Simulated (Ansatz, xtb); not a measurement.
**CH3F2GaS: 3 structures ranked**

3 gas-phase structures of CH3F2GaS, from a drawn sample of its isomers (lower ones may exist). Each was relaxed with GFN2-xTB; where two conformers were screened, the lower at r2SCAN-D4/def2-SVP is listed:

A. `[F][Ga]([F])[CH2]S`, a singlet
B. `C[S][Ga]([F])[F]`, a singlet
C. `FC[S][GaH][F]`, a singlet

Question: Which do you expect lowest at r2SCAN-D4/def2-SVP, and how would the others follow?

Answer: Calculated order at r2SCAN-D4/def2-SVP: B (0.0), A (25.9), C (36.1) kcal/mol.

Energies above the lowest of each column, in kcal/mol; the last columns are at PBE0-D4/def2-SVP geometries:

| structure | GFN2-xTB | HF/STO-3G | r2SCAN-D4/def2-SVP | PBE0-D4/def2-SVP | CCSD(T)/def2-SVP + ΔMP2/def2-TZVPP |
| --- | --- | --- | --- | --- | --- |
| B | 0.0 | 0.0 | 0.0 | 0.0 | 0.0 |
| A | 26.5 | 36.5 | 25.9 | 20.8 | 20.1 |
| C | 36.2 | 7.1 | 36.1 | 36.1 | 40.1 |

Every level run on B puts it lowest or level with the lowest. Flexible structures stand in one conformer each, not always the lowest. ΔMP2 is the change of the MP2 energy from the smaller to the larger basis.

Programs: Ansatz 0.2.0, xtb 6.7.1.
